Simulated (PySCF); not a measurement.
Computed IR spectrum (relative IR intensity) of a molecule CH6GeO3. Geometry: PBE-D3(BJ)/def2-SVP. Other conformers were not sampled. Level of theory: PBE-D3(BJ)/def2-SVP run with PySCF. Frequencies are harmonic and unscaled.

| ν (cm⁻¹) | relative intensity |
|---|---|
| 101 | 21 |
| 200 | 11 |
| 239 | 23 |
| 243 | 15 |
| 333 | 28 |
| 675 | 25 |
| 686 | 61 |
| 774 | 6.5 |
| 883 | 100 |
| 1207 | 3.6 |
| 1379 | 2.5 |
| 3719 | 53 |

**Question.** Pick the molecule that these values belong to.
A) O[CH2][GeH]([OH])[OH]
B) [CH3][Ge]([OH])([OH])[OH]
C) C[O][GeH]([OH])[OH]

**Answer.** B, [CH3][Ge]([OH])([OH])[OH]
